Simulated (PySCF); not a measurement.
**Electric field gradients and quadrupole coupling constants**

Species: C2H4F4OSi.
Structure used (GFN2-xTB), in Å, numbered top down from 1:
```
atom  x, y, z in Å
C1    -1.9474    0.3468   -0.1674
O2    -1.0202   -0.7192   -0.1316
Si3    0.5281   -0.9446   -0.4065
F4     0.9495   -0.6553   -1.9259
C5     1.6124    0.3455    0.5772
F6     1.1376    1.6073    0.4574
F7     2.9035    0.3972    0.2083
F8     1.6194    0.0889    1.9032
H9    -2.1349    0.6408   -1.2003
H10   -1.5714    1.2049    0.3896
H11   -2.8697   -0.0124    0.2878
H12    0.7944   -2.3006   -0.0178
```

Field gradients from the PBE0/pcSseg-1 density (PySCF, non-relativistic), principal values in atomic units, ordered |Vxx| ≤ |Vyy| ≤ |Vzz|:

| atom | Vxx | Vyy | Vzz |
| --- | --- | --- | --- |
| O2 | -0.7147 | -0.9946 | 1.7093 |

Task: Find the asymmetry η = (Vxx − Vyy)/Vzz and the couplings χ = eQV/h (234.96 MHz × Q in barn × V in au), with Q(17O) = −0.0256 b.

Result: 
| atom | environment | nucleus | η | χzz (MHz) | χxx (MHz) | χyy (MHz) |
| --- | --- | --- | --- | --- | --- | --- |
| O2 | silyl ether oxygen | 17O | 0.16 | -10.28 | 4.30 | 5.98 |

The tensor is traceless: Vxx + Vyy + Vzz = 0.

Task: What is Vzz at O2 in SI units (1 au = 9.71736 × 10²¹ V/m²)?

Result: 1.7093 au = 16.610 × 10²¹ V/m².

Task: And the gradient at the other heavy atoms, for which no coupling is worked out here?

Result: 
| atom | environment | Vzz (au) | η |
| --- | --- | --- | --- |
| C1 | methoxy carbon | 0.511 | 0.02 |
| Si3 | fluorine-bound silicon | -0.533 | 0.72 |
| F4 | silicon-bound fluorine | 1.194 | 0.08 |
| C5 | CF3 carbon | -0.541 | 0.03 |
| F6 | fluorine of a CF3 group | 2.819 | 0.03 |
| F7 | fluorine of a CF3 group | 2.847 | 0.04 |
| F8 | fluorine of a CF3 group | 2.820 | 0.04 |

Were the hydrogens deuterons (Q(2H) = 0.00286 b), χzz would run from 118 kHz (H12) to 202 kHz (H11).

The structure is a single GFN2-xTB conformer in the gas phase; no vibrational or solvent corrections. GFN2-xTB bond lengths can be off by several hundredths of an ångström, more for odd bonds, and the gradients follow them. These gradients aren't converged with respect to the basis.

The run behind these numbers computed NMR shieldings as well. The run took 18 s of wall time on one thread of an Arm Neoverse V1, shared host with 32 logical CPUs at a one-minute load of 7.4, and the process peaked at 0.73 GiB of memory.
